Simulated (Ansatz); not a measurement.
Basis-set extrapolation for AlFH₅NOSi (`[NH2][Al]([F])[O][SiH3]`) (PBE0-D4/def2-TZVP geometry, frozen core, Ansatz 0.2.0). Multiplicity 1, RHF reference.

|  | def2-TZVPP | def2-QZVPP |
| --- | --- | --- |
| HF | -762.877982 | -762.907063 |
| MP2 correlation | -0.897091 | -0.971989 |
| CCSD(T) correlation | -0.956810 | not run |

Energies in hartree. Use E(X) = E(∞) + A·exp(−7.88·√X) for Hartree–Fock and E(X) = E(∞) + B·X^(−2.97) for correlation, with X = 3 and 4, and add CCSD(T) minus MP2 of the smaller set to the MP2 limit.

**Question.** What is the CCSD(T) energy at the basis-set limit?

**Answer.** HF limit: -762.907063 + (-0.029081) × 0.13774 = -762.91107. MP2 limit: -0.971989 + (-0.074898) × 0.74074 = -1.02747. Higher-order term: -0.956810 − (-0.897091) = -0.05972. Total: -763.99826 hartree, 102.6 kcal/mol below CCSD(T)/def2-TZVPP.
